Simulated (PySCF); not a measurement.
Spectrum to structure. Computed with PySCF, TDDFT B3LYP/def2-SVPD, vertical, gas phase, core orbitals frozen in the response. Geometries: GFN2-xTB, one conformer each.

```csv
state,E (eV),λ (nm),f
S1,3.69,336.0,0.0006
S2,5.49,225.8,0.228
S3,6.44,192.4,0.0011
S4,6.57,188.8,0.028
S5,6.95,178.4,0.0042
S6,7.02,176.5,0.0054
S7,7.31,169.6,0.0027
S8,7.37,168.1,0.020
```

Problem. Which structure fits? All have the formula C6H9FO.
A. `O=C1CC[C@@H](CF)C1`
B. `C=C1C[C@@H](O)[C@H](F)C1`
C. `C(C)(C(=O)C(F)=C)C`
D. `CCO[C@@H]1C/C1=C/F`

Solution. C. Its S1, at 3.69 eV, is the lowest among the candidates; the nearest of the others has S1 at 4.22 eV. S1 is HOMO→LUMO (98%). Löwdin shares by element: HOMO oxygen 58%, carbon 31% or more; LUMO carbon 61% or more, oxygen 22% (atoms not listed hold the other 17%). At the same level the other candidates give, for their lowest levels:
- `O=C1CC[C@@H](CF)C1`: 4.22 eV (f 0.000); 6.38 eV (f 0.011); 6.97 eV (f 0.005); 7.20 eV (f 0.004); 7.21 eV (f 0.008); T1 3.71 eV; HOMO -7.05, LUMO -1.06 eV
- `CCO[C@@H]1C/C1=C/F`: 5.88 eV (f 0.003); 6.70 eV (f 0.108); 6.90 eV (f 0.035); 7.03 eV (f 0.003); 7.12 eV (f 0.118); T1 4.38 eV; HOMO -7.26, LUMO -0.33 eV
- `C=C1C[C@@H](O)[C@H](F)C1`: 6.53 eV (f 0.191); 6.65 eV (f 0.027); 6.66 eV (f 0.004); 6.88 eV (f 0.004); 7.04 eV (f 0.006); T1 4.20 eV; HOMO -7.10, LUMO -0.35 eV

Conformer computed: `[CH2:1]=[C:2]([F:3])[C:4](=[O:5])[CH:6]([CH3:7])[CH3:8]`: C1–C2–C4–O5 -1°, C2–C4–C6–C7 162°.
Triplets come from the Tamm–Dancoff approximation.
